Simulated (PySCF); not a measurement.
A calculated (TPSS, PySCF 2.14, x2c-TZVPall, the spin-free X2C one-electron Hamiltonian (Gaussian nucleus)) atom or ion has these occupied shells.

| shell | electrons | orbital energy (eV) | rms radius, mean of both spins (bohr) |
| --- | --- | --- | --- |
| 1s β | 1 | -21936.6 | 0.0384 |
| 1s α | 1 | -21936.6 | 0.0384 |
| 2s α | 1 | -3161.8 | 0.158 |
| 2s β | 1 | -3161.5 | 0.158 |
| 2p α | 3 | -2831.8 | 0.140 |
| 2p β | 3 | -2831.5 | 0.140 |
| 3s α | 1 | -564.39 | 0.430 |
| 3s β | 1 | -564.22 | 0.430 |
| 3p α | 3 | -455.48 | 0.434 |
| 3p β | 3 | -455.26 | 0.434 |
| 3d α | 5 | -280.24 | 0.421 |
| 3d β | 5 | -279.87 | 0.421 |
| 4s α | 1 | -84.893 | 1.09 |
| 4s β | 1 | -82.896 | 1.09 |
| 4p α | 3 | -54.942 | 1.21 |
| 4p β | 3 | -52.719 | 1.21 |
| 4d α | 5 | -13.237 | 1.81 |
| 4d β | 2 | -11.807 | 1.81 |

(1) Name the element and its charge.

## Answers

(1) Ru⁺ (ruthenium, charge +1), in [Kr] 4d7, high-spin 4F determinant.
